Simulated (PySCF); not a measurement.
## Trend along group 15: MH molecules

CCSD(T) with triple-zeta basis sets in PySCF, for the lowest determinant that a PBE0 search found; no spin–orbit coupling. De refers to high-spin ground-configuration atoms.

```tsv
M	basis	reference, frozen orbitals	state (unpaired electrons)	Re (Å)	ωe (cm⁻¹)	De (eV)
N	def2-TZVPP	UHF, 1	triplet (π ↑↑)	1.039	3271	3.45
P	x2c-TZVPPall	UHF, 5	triplet (π ↑↑)	1.425	2359	3.06
As	def2-TZVPP	UHF, 9	triplet (π ↑↑)	1.527	2156	2.82
Sb	x2c-TZVPPall	UHF, 18	triplet (π ↑↑)	1.708	1934	2.54
Bi	def2-TZVPP	UHF, 4	triplet (π ↑↑)	1.792	1790	2.33
```

The shortest bond is that of NH (1.039 Å), the longest that of BiH (1.792 Å).

The rows differ in basis set, which adds steps of its own.

Relativity is treated differently too: N no relativity; P spin-free X2C; As no relativity; Sb spin-free X2C; Bi scalar-relativistic core potentials.

Down a group bonds as a rule get longer and wavenumbers fall, partly through the reduced mass; this series shows no clear exception.

Correlated steps freeze the inner cores (1 to 18 orbitals); shallow outer-core shells are correlated. These are scalar-relativistic numbers at best; spin–orbit coupling would shift them, the dissociation energy most. States were picked by a PBE0 search and need not be the measured ground states.
